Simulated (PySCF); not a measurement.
C₃H₉NSi₂, SMILES CC1=C[SiH2]N[SiH2]1.

The structure is a stationary point at PBE-D3(BJ)/def2-SVP. The structure was generated by enumeration, and PubChem lists no compound with its InChIKey, so it may never have been made.

Method: PBE-D3(BJ)/def2-SVP run with PySCF.

Frequencies are harmonic and unscaled.

```
mode  ν (cm⁻¹)  IR (km/mol)  moving atoms (share of kinetic energy)
----  --------  -----------  --------------------------------------
1          124          0.1         N 42 %, H 31 %, Si 15 %, C 12 %
2          139          2.1                           H 78 %, N 9 %
3          181          0.1                          H 52 %, C 42 %
4          265          0.2                 C 45 %, H 32 %, Si 21 %
5          279         55.1                           H 88 %, C 9 %
6          323         18.2                          H 58 %, C 41 %
7          390          3.5           C 41 %, Si 40 %, N 9 %, H 9 %
8          423          3.6                 Si 66 %, C 16 %, N 11 %
9          571         25.3                          H 83 %, Si 9 %
10         573          2.2                 C 52 %, Si 29 %, H 19 %
11         624         14.3                 H 68 %, C 21 %, Si 10 %
12         649         69.5                          H 78 %, N 14 %
13         664          0.4                         H 90 %, Si 10 %
14         685          4.7                 H 42 %, N 36 %, Si 17 %
15         711         23.1                   H 59 %, C 24 %, N 9 %
16         785         12.6                 H 47 %, C 30 %, Si 19 %
17         820         44.6                          H 79 %, C 20 %
18         858         67.0                 H 44 %, N 37 %, Si 18 %
19         906        318.8                 H 62 %, Si 21 %, N 13 %
20         955        252.4                                  H 96 %
21         964         15.4                          H 67 %, C 31 %
22         984         21.1                          H 85 %, Si 8 %
23        1001          1.1                          H 63 %, C 37 %
24        1068         89.0                          H 60 %, N 29 %
25        1091         44.0                          H 47 %, C 45 %
26        1215          4.6                          C 50 %, H 49 %
27        1331          0.9                          H 76 %, C 24 %
28        1396         10.7                                  H 97 %
29        1400         13.3                                  H 94 %
30        1581         12.0                                  C 96 %
31        2115         72.0                                  H 96 %
32        2118        243.3                                  H 96 %
33        2125        310.9                                  H 98 %
34        2135         37.6                                  H 98 %
35        2951         22.9                                  H 97 %
36        3025          7.5                           H 91 %, C 9 %
37        3048         17.9                           H 92 %, C 8 %
38        3054         11.2                          H 90 %, C 10 %
39        3563         45.5                                  H 93 %
```
